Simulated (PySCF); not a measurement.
# Gallium: a sound run and one with changed settings

Sound run: Ga [Ar] 3d10 4s2 4p1, Ga⁺ [Ar] 3d10 4s2. Computed with PySCF 2.14 in x2c-TZVPall (6s5p4d1f, 48 functions), with the spin-free X2C one-electron Hamiltonian (Gaussian nucleus). In the sound run the correlated levels freeze [Ar] 3d10. The sound run starts from symmetry-adapted Hartree-Fock orbitals and uses a fine grid where one is needed.

Changed run: basis STO-3G, all-electron and non-relativistic. This setting is unsound on purpose.

```json
{"species": "Ga", "method": "UHF", "sound run (hartree)": "-1942.16906", "changed run (hartree)": "-1900.72850", "converged": "yes"}
{"species": "Ga", "method": "r2SCAN", "sound run (hartree)": "-1943.79381", "changed run (hartree)": "-1901.97124", "converged": "yes"}
{"species": "Ga", "method": "M06-L", "sound run (hartree)": "-1943.74111", "changed run (hartree)": "-1901.95495", "converged": "yes"}
{"species": "Ga", "method": "MP2", "sound run (hartree)": "-1942.20279", "changed run (hartree)": "-1900.74261", "converged": "yes"}
{"species": "Ga", "method": "CCSD(T)", "sound run (hartree)": "-1942.21632", "changed run (hartree)": "-1900.75372", "converged": "yes"}
{"species": "Ga⁺", "method": "UHF", "sound run (hartree)": "-1941.96637", "changed run (hartree)": "-1900.61973", "converged": "yes"}
{"species": "Ga⁺", "method": "r2SCAN", "sound run (hartree)": "-1943.56993", "changed run (hartree)": "-1901.83388", "converged": "yes"}
{"species": "Ga⁺", "method": "M06-L", "sound run (hartree)": "-1943.53163", "changed run (hartree)": "-1901.81859", "converged": "yes"}
{"species": "Ga⁺", "method": "MP2", "sound run (hartree)": "-1941.99255", "changed run (hartree)": "-1900.64155", "converged": "yes"}
{"species": "Ga⁺", "method": "CCSD(T)", "sound run (hartree)": "-1942.00307", "changed run (hartree)": "-1900.65720", "converged": "yes"}
```

Ionisation energy of Ga:

```csv
method,sound run (eV),changed run (eV)
UHF,5.516,2.960
r2SCAN,6.092,3.738
M06-L,5.700,3.710
MP2,5.721,2.750
SCS-MP2,5.704,2.708
CCSD,5.780,2.626
CCSD(T),5.803,2.626
```

A minimal basis cannot let orbitals breathe on ionisation and holds almost no correlation. The Hamiltonian changed with the basis, so the totals do not compare.

For comparison, NIST gives 5.999 eV between the lowest levels.
